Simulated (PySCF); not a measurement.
# Working out the ionisation energy of Tc²⁺

Tc²⁺ [Kr] 4d5 (6S) → Tc³⁺ [Kr] 4d4 (5D). Calculation: PySCF 2.14, in aug-cc-pwCVDZ-PP with ECP28MDF (6s6p5d3f, 70 functions); a scalar-relativistic core potential. Frozen: 4s2 4p6. Energies in hartree (1 hartree = 27.21139 eV):

```tsv
part	Tc²⁺ (lower)	Tc³⁺ (upper)
UHF	-79.121563	-78.062181
CCSD correlation	-0.065108	-0.040359
(T)	-0.000450	-0.000142
```

Problem. What does Hartree-Fock give?

Solution. (-78.062181) − (-79.121563) = 1.059382 hartree = 28.827 eV.

Problem. What do CCSD and CCSD(T) give?

Solution. The CCSD correlation energies differ by 0.024749 hartree = 0.673 eV and the triples by 0.000308 hartree = 0.008 eV, so CCSD gives 29.500 eV and CCSD(T) 29.508 eV.

Reference: 29.55 eV (semi-empirical (NIST evaluation); NIST Atomic Spectra Database, ionization energies), between the lowest levels; spin-orbit coupling is absent from the calculation.

A double-zeta basis recovers only part of the correlation energy.

What remains against the reference includes basis incompleteness, the frozen core and higher excitations.
